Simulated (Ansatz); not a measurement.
Ansatz results at the PBE0-D4/def2-TZVP geometry: HOMO–LUMO gap (PBE0/def2-TZVPP) 5.41 eV; LUMO energy (B3LYP/def2-TZVPP) -1.50 eV; HOMO energy (PBE0/def2-TZVPP) -6.66 eV.

Each molecule was computed in one conformer, which needn't be the lowest.

**Question.** Which molecule gave them?
A. `C[O][Nb](=[NH])([O]C)[O]C`
B. `[CH3][Nb](=[NH])([F])[Cl]`
C. `C[N](C)[Nb]([OH])([OH])([OH])[OH]`
D. `[CH3][Nb](=[NH])([F])[F]`

**Answer.** C. The others give `C[O][Nb](=[NH])([O]C)[O]C`: 7.70, -0.18, -7.65; `[CH3][Nb](=[NH])([F])[F]`: 6.68, -1.96, -8.37; `[CH3][Nb](=[NH])([F])[Cl]`: 6.25, -2.37, -8.38.

B3LYP here is the variant with VWN-RPA as its local correlation; programs differ in this.
